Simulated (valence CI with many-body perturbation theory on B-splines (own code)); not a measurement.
**Pb XLIII: calculated level list**

Level of theory: valence CI with perturbative core correlation (CI+MBPT): four valence electrons over a frozen Dirac-Fock core [Kr], a basis of 7 s, 7 p, 8 d, 6 f, 4 g, 1 h functions for each j, with the one-electron correlation potential Σ1 (screened to all orders), the two-electron term Σ2, the three-electron term Σ3, Breit, model QED; selected single and double excitations, second order for the rest, scaled by the run's own slope (own B-spline code, finite nucleus).

The last digits are not significant, and no measured levels were compared; by estimate large intervals hold to a few tenths of a per cent, small ones and those within an open d or f shell to about a per cent. The list stops below the first excitations out of the core.

Levels 1 to 34 of 34, with energies above the lowest level, (4d3/2^4) J=0. "Leading %" is the weight of the configuration and term that name the level; weights of strongly mixed levels are sums over their largest components and can fall short. In the jj column 3d3/2^4 stands for four electrons in 3d with j = 3/2.

```
No.  Configuration  Term  J  E (eV)  Leading %      g  Second component               Leading jj
  1            4d4    3P  0    0.00         60              26 % 4d4 5D           4d3/2^4 (99 %)
  2            4d4    5D  1   27.42         57  1.496       42 % 4d4 3P     4d3/2^3 4d5/2 (99 %)
  3            4d4    3F  4   33.20         28  1.065       24 % 4d4 1G     4d3/2^3 4d5/2 (99 %)
  4            4d4    5D  2   34.13         33  1.205       18 % 4d4 3D     4d3/2^3 4d5/2 (95 %)
  5            4d4    3F  3   35.60         30  1.119       20 % 4d4 3G     4d3/2^3 4d5/2 (96 %)
  6            4d4    5D  0   58.89         66              22 % 4d4 1S   4d3/2^2 4d5/2^2 (98 %)
  7            4d4    5D  2   59.12         53  1.287       14 % 4d4 3F   4d3/2^2 4d5/2^2 (96 %)
  8            4d4    3H  4   60.47         40  1.146       35 % 4d4 5D   4d3/2^2 4d5/2^2 (98 %)
  9            4d4    5D  3   61.02         49  1.181       31 % 4d4 3G   4d3/2^2 4d5/2^2 (95 %)
 10            4d4    3H  5   63.15         66  1.084       33 % 4d4 3G  4d3/2^2 4d5/2^2 (100 %)
 11            4d4    1I  6   64.80         53  1.072       46 % 4d4 3H   4d3/2^2 4d5/2^2 (99 %)
 12            4d4    3D  1   64.92         42  1.070       40 % 4d4 3P   4d3/2^2 4d5/2^2 (97 %)
 13            4d4    3F  3   66.48         45  1.067       23 % 4d4 3D   4d3/2^2 4d5/2^2 (98 %)
 14            4d4    3G  4   66.95         54  1.033       39 % 4d4 1G   4d3/2^2 4d5/2^2 (98 %)
 15            4d4    3F  2   67.51         33  1.077       29 % 4d4 3D   4d3/2^2 4d5/2^2 (98 %)
 16            4d4    3F  2   73.09         51  0.979       29 % 4d4 3P   4d3/2^2 4d5/2^2 (97 %)
 17            4d4    3F  4   75.18         65  1.184       28 % 4d4 1G   4d3/2^2 4d5/2^2 (97 %)
 18            4d4    1D  2   80.54         44  1.116       29 % 4d4 3P   4d3/2^2 4d5/2^2 (95 %)
 19            4d4    3P  0   87.50         55              45 % 4d4 1S   4d3/2^2 4d5/2^2 (87 %)
 20            4d4    5D  4   92.12         39  1.169       24 % 4d4 3H     4d3/2 4d5/2^3 (96 %)
 21            4d4    3F  3   92.55         42  1.205       31 % 4d4 5D     4d3/2 4d5/2^3 (98 %)
 22            4d4    3D  1   94.77         48  1.009       29 % 4d4 3P     4d3/2 4d5/2^3 (98 %)
 23            4d4    3G  5   95.58         66  1.139       33 % 4d4 3H    4d3/2 4d5/2^3 (100 %)
 24            4d4    3H  6   96.11         53  1.084       46 % 4d4 1I     4d3/2 4d5/2^3 (99 %)
 25            4d4    3F  2   98.96         46  1.063       38 % 4d4 3P     4d3/2 4d5/2^3 (96 %)
 26            4d4    3D  3   99.90         36  1.088       31 % 4d4 1F     4d3/2 4d5/2^3 (98 %)
 27            4d4    1S  0  103.14         74              20 % 4d4 3P     4d3/2 4d5/2^3 (84 %)
 28            4d4    3P  1  106.10         88  1.406        9 % 4d4 3D     4d3/2 4d5/2^3 (98 %)
 29            4d4    3F  3  106.24         64  1.059       33 % 4d4 1F     4d3/2 4d5/2^3 (99 %)
 30            4d4    1G  4  106.85         64  1.050       24 % 4d4 3F     4d3/2 4d5/2^3 (98 %)
 31            4d4    1D  2  108.23         60  1.117       26 % 4d4 3P     4d3/2 4d5/2^3 (92 %)
 32            4d4    3F  4  128.07         46  1.166       21 % 4d4 1G           4d5/2^4 (98 %)
 33            4d4    1D  2  132.32         33  1.114       25 % 4d4 3D           4d5/2^4 (95 %)
 34            4d4    3P  0  143.28         54              43 % 4d4 1S           4d5/2^4 (93 %)
```

The ionisation energy to 4d3 4F_3/2 of the next ion comes out as 2102.4 eV (NIST: 2101 ± 4 eV (theoretical)). All 34 levels together are meant to be complete up to 150.57 eV.
